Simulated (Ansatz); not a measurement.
C$_{7}$H$_{9}$O (SMILES C[OH+]c1ccccc1), charge +1, singlet, at a GFN2-xTB geometry; MP2/cc-pVDZ in Ansatz (a first-principles code).

The Ansatz input:
Ansatz 0.2 input:
```yaml
crystal:
  periodic: [false, false, false]
  atoms:
    - {symbol: C, position_ang: [2.68581111, 0.47233117, -0.23426577]}
    - {symbol: O, position_ang: [1.70989725, 0.21900805, 0.81386579]}
    - {symbol: C, position_ang: [0.34471567, 0.03250646, 0.32907195]}
    - {symbol: C, position_ang: [0.01222459, -1.19816702, -0.20327298]}
    - {symbol: C, position_ang: [-1.28799653, -1.38978475, -0.64407141]}
    - {symbol: C, position_ang: [-2.21537241, -0.36423910, -0.54765958]}
    - {symbol: C, position_ang: [-1.85671093, 0.86026071, -0.00676033]}
    - {symbol: C, position_ang: [-0.56031393, 1.07014763, 0.43843242]}
    - {symbol: H, position_ang: [3.66463036, 0.55667222, 0.23538758]}
    - {symbol: H, position_ang: [2.67916004, -0.38406176, -0.90637054]}
    - {symbol: H, position_ang: [2.44929023, 1.37869168, -0.79224115]}
    - {symbol: H, position_ang: [1.70573102, 0.97635760, 1.43676038]}
    - {symbol: H, position_ang: [0.74141377, -1.99032729, -0.25934878]}
    - {symbol: H, position_ang: [-1.57168239, -2.34338551, -1.05898733]}
    - {symbol: H, position_ang: [-3.22491764, -0.52078929, -0.89251364]}
    - {symbol: H, position_ang: [-2.58071358, 1.65504338, 0.07210182]}
    - {symbol: H, position_ang: [-0.27623520, 2.02140386, 0.86543975]}
basis:
  gaussian:
    orbitals: cc-pVDZ
total_charge: 1
magnetization: {spin_polarized: false}
correlation: {method: mp2}
```

Output, abridged:

```
Functional definition: HF
1438 factors; integrals over basis functions are off by at most 9.5e-4 eV
mean field evaluation 1: about -9380.0226 eV, gradient 4.3e1 eV
mean field evaluation 2: about -9380.4591 eV, gradient 4.3e1 eV
mean field evaluation 4: about -9385.7500 eV, gradient 4.6e0 eV
mean field evaluation 8: about -9385.8289 eV, gradient 1.5e-1 eV
mean field -9385.82908724 eV, -344.9228570125 hartree, gradient 2.3e-6 eV, S^2 0.000000; 0 other end points of the search recorded, 0 dependent functions left out; unrestricted orbitals would lower it
mean field evaluation 16: about -9385.8563 eV, gradient 2.1e0 eV
8 core orbitals not correlated
reference -9385.82908724 eV, -344.9228570125 hartree; 21, 21 occupied and 128, 128 virtual orbitals, 1438 factors
second order -29.97468862 eV of doubles, -0.00000000 eV of singles
Total energy: -9415.80377585 eV, -346.0244065016 hartree
```
